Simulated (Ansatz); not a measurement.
Reactions of `N=C([SiH3])O[SiH3]`.

Computed with Ansatz on PBE0-D4/def2-TZVP structures; ΔE is electronic, products minus reactants. CCSD(T)/CBS is the MP2 limit (def2-TZVPP, def2-QZVPP) plus CCSD(T) − MP2 in def2-TZVPP, frozen cores. This one scheme is used for every species. Elements past krypton have def2 core potentials. For In outer-core shells are correlated without core-valence functions, which leaves a few kJ/mol of doubt a bond. Each species was taken in one conformer, which may not be the lowest.

**Question.** Order these by ΔE at CCSD(T)/CBS, lowest first. (An estimate is asked.)
A. `N=C([SiH3])O[SiH3]` + `[OH][InH2]` → `[SiH3][O][InH2]` + `N=C(O)[SiH3]`
B. `N=C([SiH3])O[SiH3]` + `NC(O)(O)F` → `NC(O)(F)O[SiH3]` + `N=C(O)[SiH3]`
C. `N=C([SiH3])O[SiH3]` + `[SiH3]S` → `N=C([SiH3])S[SiH3]` + `O[SiH3]`
D. `N=C([SiH3])O[SiH3]` + `CC(C)=N` → `CC(C)=N[SiH3]` + `N=C(O)[SiH3]`
E. `N=C([SiH3])O[SiH3]` + `CBF` → `FBC[SiH3]` + `N=C(O)[SiH3]`

**Answer.** A (-0.25 eV), B (+0.01 eV), C (+0.15 eV), D (+0.58 eV), E (+0.78 eV).

Largest T1 diagnostic: 0.017, for `[OH][InH2]`.
